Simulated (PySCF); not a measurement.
A species of formula C4H14N2Si has this rotational fingerprint, computed with PBE0-D3(BJ)/def2-SVP geometry optimisation, gas phase (PySCF 2.14.0):

```
Rotational constants : A = 3008, B = 1411, C = 1162 MHz
Dipole components    : |μa| = 1.23 D, |μb| = 0.92 D, |μc| = 0.65 D
Inertial defect      : -91.11 u·Å²
κ                    : -0.73
```

**Question.** Which candidate fits, each taken in the one conformer that was computed?
A. `[CH3:1][N:2]([CH3:3])[SiH2:4][N:5]([CH3:6])[CH3:7]` with C1–N2–Si4–N5 -51°, N2–Si4–N5–C6 141°
B. `[CH3:1][CH:2]([CH3:3])[N:4]([CH3:5])[NH:6][SiH3:7]` with C1–C2–N4–C5 163°, C2–N4–N6–Si7 126°
C. `[CH3:1][C:2]([CH3:3])([CH3:4])[NH:5][SiH2:6][NH2:7]` with C2–N5–Si6–N7 -173°, N5–Si6–N7–H 66° and -150°

**Answer.** B. It is CC(C)N(C)N[SiH3], an asymmetric top, point group C1. The candidates at the same level (rigid rotor, commonest isotopes):

| SMILES | A (MHz) | B (MHz) | C (MHz) | μa (D) | μb (D) | μc (D) | Δ (u·Å²) | point group | rotor |
| --- | --- | --- | --- | --- | --- | --- | --- | --- | --- |
| CC(C)(C)N[SiH2]N | 3760 | 1134 | 1094 | 0.26 | 0.83 | 0.11 | -118.25 | C1 | near-prolate asymmetric top |
| CN(C)[SiH2]N(C)C | 3671 | 1250 | 1181 | 0.00 | 0.85 | 0.00 | -114.18 | C2 | near-prolate asymmetric top |
| CC(C)N(C)N[SiH3] | 3008 | 1411 | 1162 | 1.23 | 0.92 | 0.65 | -91.11 | C1 | asymmetric top |

`CN(C)[SiH2]N(C)C` has A 22 % too high; `CC(C)(C)N[SiH2]N` has A 25 % too high. No structure here is proved a minimum.
